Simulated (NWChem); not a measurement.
Molecule: C₂H₄FNSi; SMILES C#C[Si@@H](N)F

```xyz
9

C      0.0120     2.5498    -0.1571
C      0.0158     1.3496     0.0416
Si     0.0282    -0.4509     0.3678
N     -1.3972    -1.1198    -0.2797
F      1.3955    -1.0238    -0.3074
H      0.0087     3.6114    -0.3327
H      0.1235    -0.7750     1.8101
H     -1.7656    -0.8145    -1.1727
H     -1.7067    -2.0532    -0.0368
```
Atoms are numbered in this order, from 1.

All runs: NWChem. Medium grid unless said otherwise, to which SCAN and Minnesota functionals are sensitive. Geometry: optimised at PBE0/def2-SVP. Hybrids' shares of exact exchange are those that their runs print; pure functionals count as 0. The functionals differ in more than this share.

```csv
row,share of exact exchange,orbital gap (eV)
PBE/def2-SVP,0.00,5.34
BLYP/def2-SVP,0.00,5.35
TPSSh/def2-SVP,0.10,6.58
B3LYP/def2-SVP,0.20,7.32
M06-2X/def2-SVP,0.54,withheld
Hartree-Fock/def2-SVP,1.00,14.74
```

### Question
Fit a straight line of the last column on the one before it, predict the withheld value, and compare with the run.

### Answer

1. Means of the 5 shown rows: x = 0.260, y = 7.866. Slope Σ(x − x̄)(y − ȳ)/Σ(x − x̄)² = 6.636/0.7120 = 9.321; intercept 5.443.
2. The shown rows scatter about the line by 0.111 (root mean square); the largest residual is +0.20, at TPSSh/def2-SVP.
3. At x = 0.54 (M06-2X/def2-SVP; inside the shown range) the line gives 10.48.
4. The run gives 10.16, -0.32 from the line, 2.9 times the scatter.
